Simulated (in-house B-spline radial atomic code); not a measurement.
Relativistic effects in the iron ion Fe⁺, [Ar] 3d6 4s1: non-relativistic Hartree-Fock (point nucleus) against Dirac-Hartree-Fock (Fermi nucleus of rms radius 3.7377 fm), both averages of the configuration, computed with a B-spline radial code for spherical atoms.

```tsv
orbital	ε NR (Eh)	ε Dirac (Eh)	<r> NR (bohr)	<r> Dirac (bohr)	change of <r> (%)
1s1/2	-261.71	-264.14	0.05911	0.05842	-1.2
2s1/2	-32.265	?	0.2685	?	?
2p1/2	-27.744	?	0.2361	?	?
2p3/2	-27.744	-27.686	0.2361	0.2359	-0.1
3s1/2	-4.4901	-4.5729	0.8192	0.8108	-1.0
3p1/2	-3.0643	-3.1218	0.8644	0.855	-1.1
3p3/2	-3.0643	-3.0613	0.8644	0.8638	-0.1
3d3/2	-0.91267	-0.90486	1.072	1.075	+0.3
3d5/2	-0.91267	-0.89888	1.072	1.08	+0.7
4s1/2	-0.54477	-0.55123	2.877	2.847	-1.1
```

Task: What happens to 2s1/2?

Result: Its energy goes to -32.778 hartree and <r> to 0.2652 bohr (-1.22 %).

Task: What happens to 2p1/2?

Result: Its energy goes to -28.153 hartree and <r> to 0.2329 bohr (-1.37 %).

Task: What explains the pattern of contraction and expansion?

Result: Expansion is seen in 3d3/2, 3d5/2. The s and p1/2 orbitals contract directly, screen the nucleus better, and so push out orbitals that have little density near the nucleus; spin-orbit coupling adds to this for j = l + 1/2 and opposes it for j = l - 1/2.

Task: By how much does the total energy change?

Result: By -9.0978 hartree, from -1262.041 to -1271.139.
